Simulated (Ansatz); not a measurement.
Reaction (ligand exchange at the Hf–O bond): `[CH3][Hf]([OH])([OH])[F]` + HBr → `[CH3][Hf]([OH])([F])[Br]` + H₂O

Computed with Ansatz on PBE0-D4/def2-TZVP structures; ΔE is electronic, products minus reactants. CCSD(T)/CBS is the MP2 limit (def2-TZVPP, def2-QZVPP) plus CCSD(T) − MP2 in def2-TZVPP, frozen cores. This one scheme is used for every species. DFT in def2-TZVPP. HSE06 is defined as in plane-wave codes. Elements past krypton have def2 core potentials. For Br, Hf outer-core shells are correlated without core-valence functions, which leaves a few kJ/mol of doubt a bond. Scalar relativity is left out up to krypton. One conformer a species, not always the lowest.

```tsv
level	ΔE (kJ/mol)	difference from CCSD(T)/CBS
LDA (SPW92)	-27.1	10.3
r2SCAN-D4	-35.5	1.9
B97M-V	-33.0	4.4
PBE0-D4	-38.7	-1.3
r2SCANh-D4	-37.2	0.2
B2PLYP	-31.2	6.2
PBE-QIDH	-40.7	-3.3
BLYP	-22.6	14.8
r2SCANh	-36.8	0.6
HSE06	-37.9	-0.5
BHLYP	-32.4	5.0
CAM-B3LYP	-22.6	14.8
LC-ωPBE	-26.8	10.6
MP2/def2-SVP	-16.8	20.6
CCSD(T)/def2-TZVPP	-34.4	3.0
SCS-MP2/def2-QZVPP	-35.4	2.0
CCSD(T)/CBS	-37.4	0
```

Largest T1 diagnostic among the species: 0.015.

Leaving LDA and LC-ωPBE aside and taking each functional with its dispersion term where it has one, the values, not all of them listed here, spread over 16.5 kJ/mol, from PBE-QIDH to CAM-B3LYP-D4. LDA lies +4.5 kJ/mol from PBE without D4. From BLYP to BHLYP (50 % exact exchange), in def2-TZVPP and without D4, ΔE moves by −9.8 kJ/mol.

CCSD(T)/CBS has its own doubt, a few kJ/mol and more with outer-core shells, so smaller differences from it don't rank the levels.
